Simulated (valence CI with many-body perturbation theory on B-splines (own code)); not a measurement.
## Pm11+: electric-dipole lines

Level of theory: valence CI with perturbative core correlation (CI+MBPT): four valence electrons over a frozen Dirac-Fock core [Kr] 4d10, a basis of 8 s, 8 p, 9 d, 9 f, 6 g, 3 h, 2 i functions for each j, with the one-electron correlation potential Σ1 (screened to all orders), the two-electron term Σ2, the three-electron term Σ3, Breit, model QED; selected single and double excitations, second order for the rest (own B-spline code, finite nucleus).

No measured spectrum was set against this ion. As an estimate, terms of the open shell hold to a few per cent of their energy, and close levels can change places; configurations with another count of f electrons can be misplaced by thousands of cm⁻¹. Core correlation moves these levels by up to 53000 cm⁻¹, and in measured spectra 5 to 20 % of such shifts remained as error; rates that hang on mixing are uncertain with them. Among the levels kept, up to 340 cm⁻¹ of a level comes from second order outside the variational space, and about a tenth of that is noise between levels of different J, which matters for small intervals.

Lines 101 to 150 of 221 in falling wavelength, among levels below 165340 cm⁻¹, chosen from the strongest by gf and those to the six lowest levels. Wavelengths and rates use the calculated energies, so an error of 2000 cm⁻¹ moves a line at 731.8 Å by 1.5 % and its rate by three times that or more. Electric multipoles are in the length gauge, E1 and E2 with the static RPA response of the core. Weak lines are less certain than strong ones. Lines between different terms over intervals too small for the method are left out, as are lines whose strength nearly cancels. Where a level lies close to another of its J and parity, the split of strength between their lines is uncertain. The highest levels of a list are the least certain.

Names give the largest LS component (configuration and term), which can be under half, so a name can repeat, a term be missing and a line seem to break the LS rules; names also repeat where a configuration has a term twice.

| λ vac (Å) | Upper | Lower | A (s⁻¹) | S (a.u.) with core polarisation | S without |
| --- | --- | --- | --- | --- | --- |
| 731.8 | 4f³5s ³I°_5 | 4f²5s² ³H_5 | 1.27e+03 | 2.70e-06 | 3.05e-06 |
| 729.9 | 4f³5s ³H°_5 | 4f²5s² ³F_4 | 2.63e+05 | 5.56e-04 | 7.07e-04 |
| 728.4 | 4f³5s ³D°_2 | 4f²5s² ¹D_2 | 1.07e+06 | 1.02e-03 | 1.26e-03 |
| 728.0 | 4f³5s ⁵F°_5 | 4f²5s² ³H_6 | 1.95e+03 | 4.08e-06 | 4.62e-06 |
| 726.3 | 4f³5s ⁵G°_5 | 4f²5s² ¹G_4 | 3.75e+05 | 7.80e-04 | 1.00e-03 |
| 717.7 | 4f³5s ⁵G°_2 | 4f²5s² ³F_3 | 1.90e+05 | 1.74e-04 | 2.25e-04 |
| 716.7 | 4f³5s ⁵G°_3 | 4f²5s² ³F_4 | 3.58e+04 | 4.55e-05 | 5.88e-05 |
| 715.8 | 4f²5s5p ⁵I°_4 | 4f²5s² ³F_4 | 5.27e+04 | 8.59e-05 | 1.13e-04 |
| 714.9 | 4f³5s ³I°_7 | 4f²5s² ³H_6 | 9.20e+04 | 2.49e-04 | 3.02e-04 |
| 714.4 | 4f³5s ⁵G°_3 | 4f²5s² ³F_3 | 2.28e+05 | 2.87e-04 | 3.75e-04 |
| 713.5 | 4f²5s5p ⁵I°_4 | 4f²5s² ³F_3 | 5.82e+04 | 9.40e-05 | 1.21e-04 |
| 713.4 | 4f³5s ³H°_5 | 4f²5s² ³H_6 | 3.03e+04 | 5.98e-05 | 8.21e-05 |
| 713.3 | 4f³5s ³I°_6 | 4f²5s² ³H_5 | 2.61e+05 | 6.07e-04 | 7.55e-04 |
| 711.9 | 4f³5s ⁵F°_4 | 4f²5s² ³H_5 | 6.08e+01 | 9.74e-08 | 8.04e-08 |
| 711.8 | 4f³5s ³I°_5 | 4f²5s² ³H_4 | 3.76e+05 | 7.37e-04 | 9.28e-04 |
| 709.0 | 4f³5s ⁵G°_4 | 4f²5s² ³F_4 | 2.65e+02 | 4.20e-07 | 6.46e-07 |
| 707.9 | 4f³5s ⁵F°_5 | 4f²5s² ³H_5 | 1.33e+05 | 2.56e-04 | 3.22e-04 |
| 706.8 | 4f³5s ⁵G°_4 | 4f²5s² ³F_3 | 1.38e+06 | 2.17e-03 | 2.78e-03 |
| 704.7 | 4f³5s ⁵G°_2 | 4f²5s² ³F_2 | 8.81e+05 | 7.61e-04 | 9.91e-04 |
| 702.4 | 4f³5s ³G°_3 | 4f²5s² ³F_4 | 1.12e+04 | 1.34e-05 | 1.73e-05 |
| 701.7 | 4f³5s ³H°_6 | 4f²5s² ³H_6 | 2.45e+06 | 5.42e-03 | 6.85e-03 |
| 701.6 | 4f³5s ⁵G°_3 | 4f²5s² ³F_2 | 1.30e+06 | 1.55e-03 | 1.98e-03 |
| 701.5 | 4f³5s ³H°_4 | 4f²5s² ³H_5 | 1.01e+04 | 1.55e-05 | 2.25e-05 |
| 700.3 | 4f³5s ¹H°_5 | 4f²5s² ¹G_4 | 1.79e+06 | 3.33e-03 | 4.21e-03 |
| 700.2 | 4f³5s ³G°_3 | 4f²5s² ³F_3 | 1.74e+05 | 2.07e-04 | 2.69e-04 |
| 699.7 | 4f³5s ⁵G°_5 | 4f²5s² ³F_4 | 1.23e+05 | 2.28e-04 | 2.90e-04 |
| 698.4 | 4f³5s ³F°_4 | 4f²5s² ¹G_4 | 8.44e+05 | 1.28e-03 | 1.60e-03 |
| 698.2 | 4f³5s ⁵F°_3 | 4f²5s² ³H_4 | 1.68e+02 | 1.97e-07 | 2.66e-07 |
| 697.9 | 4f²5s5p ⁵H°_3 | 4f²5s² ¹G_4 | 1.09e+06 | 1.28e-03 | 1.66e-03 |
| 694.1 | 4f³5s ³H°_5 | 4f²5s² ³H_5 | 1.49e+06 | 2.70e-03 | 3.40e-03 |
| 694.0 | 4f²5s5p ⁵I°_5 | 4f²5s² ³F_4 | 4.48e+05 | 8.13e-04 | 1.05e-03 |
| 693.7 | 4f³5s ³G°_4 | 4f²5s² ³F_4 | 2.90e+04 | 4.30e-05 | 5.66e-05 |
| 693.0 | 4f³5s ⁵F°_4 | 4f²5s² ³H_4 | 5.17e+04 | 7.64e-05 | 9.57e-05 |
| 691.6 | 4f³5s ³G°_4 | 4f²5s² ³F_3 | 1.14e+06 | 1.68e-03 | 2.10e-03 |
| 691.2 | 4f³5s ³G°_5 | 4f²5s² ³F_4 | 1.52e+06 | 2.73e-03 | 3.44e-03 |
| 689.2 | 4f³5s ⁵F°_5 | 4f²5s² ³H_4 | 1.71e+02 | 3.03e-07 | 4.55e-07 |
| 687.9 | 4f³5s ³G°_3 | 4f²5s² ³F_2 | 1.91e+05 | 2.15e-04 | 2.55e-04 |
| 687.3 | 4f²5s5p ⁵H°_4 | 4f²5s² ¹G_4 | 5.16e+05 | 7.44e-04 | 9.60e-04 |
| 686.9 | 4f²5s5p ⁵G°_3 | 4f²5s² ¹G_4 | 6.30e+05 | 7.05e-04 | 9.02e-04 |
| 685.2 | 4f³5s ³F°_2 | 4f²5s² ³F_3 | 2.12e+03 | 1.68e-06 | 1.83e-06 |
| 684.6 | 4f³5s ⁵G°_5 | 4f²5s² ³H_6 | 1.16e+06 | 2.01e-03 | 2.61e-03 |
| 683.1 | 4f³5s ³H°_4 | 4f²5s² ³H_4 | 2.11e+06 | 2.98e-03 | 3.76e-03 |
| 683.1 | 4f³5s ³H°_6 | 4f²5s² ³H_5 | 5.32e+05 | 1.09e-03 | 1.40e-03 |
| 681.3 | 4f²5s5p ⁵I°_4 | 4f²5s² ³H_5 | 8.98e+06 | 1.26e-02 | 1.64e-02 |
| 680.1 | 4f²5s5p ³H°_5 | 4f²5s² ¹G_4 | 2.17e+06 | 3.71e-03 | 4.83e-03 |
| 679.0 | 4f²5s5p ⁵I°_5 | 4f²5s² ³H_6 | 5.82e+06 | 9.89e-03 | 1.28e-02 |
| 677.9 | 4f²5s5p ⁵G°_4 | 4f²5s² ¹G_4 | 1.20e+06 | 1.66e-03 | 2.15e-03 |
| 676.4 | 4f³5s ³G°_5 | 4f²5s² ³H_6 | 1.82e+06 | 3.06e-03 | 3.95e-03 |
| 676.2 | 4f³5s ³K°_6 | 4f²5s² ³H_6 | 1.87e+03 | 3.71e-06 | 4.89e-06 |
| 676.1 | 4f³5s ³H°_5 | 4f²5s² ³H_4 | 3.15e+05 | 5.28e-04 | 6.83e-04 |
